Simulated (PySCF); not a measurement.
TiI3H, SMILES [I][TiH]([I])[I], multiplicity 1. The structure is a stationary point at PBE-D3(BJ)/def2-SVP. The multiplicity is an assumed one; no other spin state was optimised. The structure was generated by enumeration; whether it is a known compound was not checked. The def2 effective core potentials stand for the cores of I; spin–orbit coupling is left out.

Question: Give the equilibrium geometry at PBE-D3(BJ)/def2-SVP (PySCF confirms it by a frequency run) as Cartesian coordinates in Å, and its point group. (An estimate is asked for; the answer gives what the named calculation found.)

Answer: point group C3v.
```xyz
5

Ti     0.0000     0.0000     0.4322
I     -2.1556    -1.2445    -0.0731
I      0.0000     2.4890    -0.0731
I      2.1556    -1.2445    -0.0731
H      0.0000     0.0000     2.1131
```
Charge 0, spin multiplicity 1.
